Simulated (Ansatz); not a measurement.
Ansatz results at the PBE0-D4/def2-TZVP geometry: LUMO energy (ωB97M-V/def2-TZVPP) 0.42 eV; HOMO–LUMO gap (ωB97M-V/def2-TZVPP) 9.54 eV; HOMO energy (B3LYP/def2-TZVPP) -6.93 eV.

Each molecule was computed in one conformer, which needn't be the lowest.

Task: Which molecule gave them?
A. `N[SiH]1C[SiH2][SiH2]1`
B. `[AlH2][SiH2]C[SiH3]`
C. `[SiH3][CH2][AlH][SiH3]`
D. `CO[SiH2][AlH2]`

Result: B. The others give `N[SiH]1C[SiH2][SiH2]1`: 1.29, 9.89, -6.40; `CO[SiH2][AlH2]`: -0.38, 9.05, -7.24; `[SiH3][CH2][AlH][SiH3]`: -0.28, 9.10, -7.20.

B3LYP here is the variant with VWN-RPA as its local correlation; programs differ in this.
